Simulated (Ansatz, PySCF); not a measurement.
Stretching the B1–H2 bond in BBrH2 (SMILES BBr) (multiplicity 1 held, fragments rigid). Energies count from the point at 1.183 Å.
Geometry at that point (charge 0, multiplicity 1):
```xyz
4

B     -0.84897    -1.29115     0.21121
H     -0.47172    -2.07375     1.01486
H     -1.82647    -1.42146    -0.44310
Br     0.18694     0.28431    -0.04651
```

Restricted levels (R-, RO-) in cc, def2 and unpolarised 6-31G sets keep to the state of the molecule at rest. U- levels take the lowest unrestricted solution at each point, which mixes spins at long bonds. Levels need not reach the same state.

Rows in 3-21G, LANL2DZ carry no dispersion term and start afresh at each structure; the Pople sets are all-electron and without relativity. LANL2DZ brings its own core potentials from Na on.

Programs: Ansatz (a quantum-chemistry and plane-wave program) with Gaussian orbitals; PySCF for 3-21G rows, LANL2DZ rows. Each number belongs to the level named beside it.

Problem. One of these levels gives 188.17 kcal/mol for the energy at R = 3.787 Å. Which?
(A) R-B3LYP/LANL2DZ
(B) R-HF/3-21G
(C) R-wB97X-V/cc-pVTZ
(D) U-r2SCAN/cc-pVTZ

Solution. B, R-HF/3-21G. The others give 103.77 (U-r2SCAN/cc-pVTZ), 144.12 (R-B3LYP/LANL2DZ), 160.86 (R-wB97X-V/cc-pVTZ)

Doubts at one or more of the structures used: a restricted determinant that unrestricted orbitals would lower (R-HF/3-21G, R-wB97X-V/cc-pVTZ); a spin-contaminated determinant (U-r2SCAN/cc-pVTZ).
